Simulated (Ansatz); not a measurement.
Input and output for GaH2(OH) (GaOH₃).

```yaml
crystal:
  periodic: [false, false, false]
  atoms:
    - {symbol: Ga, position_ang: [0.343726, 0.421171, -0.101923]}
    - {symbol: H, position_ang: [1.885805, 0.467285, -0.227020]}
    - {symbol: H, position_ang: [-0.692058, 1.577583, -0.232031]}
    - {symbol: O, position_ang: [-0.289306, -1.216561, 0.241593]}
    - {symbol: H, position_ang: [-1.248167, -1.249478, 0.319381]}
basis:
  gaussian: {orbitals: def2-TZVP}
hamiltonian: {xc: {name: SVWN5}}
scf: {omitted_lower_state_checks: [starts]}
output: {forces: true}
```

```sh
$ ansatz run in.yaml --threads 4 --pin off --events-out ev --progress --plain --max-ram 3916MiB
```

Shortened log:

```
Functional definition: SVWN5
651 factors; their error is unknown
mean field evaluation 1: about -54369.4202 eV, gradient 7.6e1 eV
mean field evaluation 2: about -54278.0050 eV, gradient 1.9e2 eV
mean field evaluation 4: about -54377.4337 eV, gradient 2.1e1 eV
mean field evaluation 8: about -54377.8173 eV, gradient 7.0e-2 eV
mean field evaluation 16: about -54377.8057 eV, gradient 6.0e-5 eV
mean field -54377.80570673 eV, -1998.3475011217 hartree, gradient 6.0e-5 eV, S^2 0.000000; 0 other end points of the search recorded, 0 dependent functions left out
reference -54377.80574014 eV, -1998.3475023496 hartree; 21, 21 occupied and 76, 76 virtual orbitals, 651 factors
Total energy: -54377.80574014 eV, -1998.3475023496 hartree
Atom 0 at     0.343726     0.421171    -0.101923 Å, force    -0.123400    -0.266969     0.057782 eV/Å
Atom 1 at     1.885805     0.467285    -0.227020 Å, force     0.059251    -0.031752     0.001368 eV/Å
Atom 2 at    -0.692058     1.577583    -0.232031 Å, force    -0.058669     0.021907     0.000267 eV/Å
Atom 3 at    -0.289306    -1.216561     0.241593 Å, force     0.617020     0.273578    -0.096418 eV/Å
Atom 4 at    -1.248167    -1.249478     0.319381 Å, force    -0.494202     0.003236     0.037001 eV/Å
Dipole moment:    -0.210197     0.218765    -0.023826 e Å
Checks for a lower state left out: starts
```

Run time 0.35 s (4 threads of Arm Neoverse V2 on a shared host).
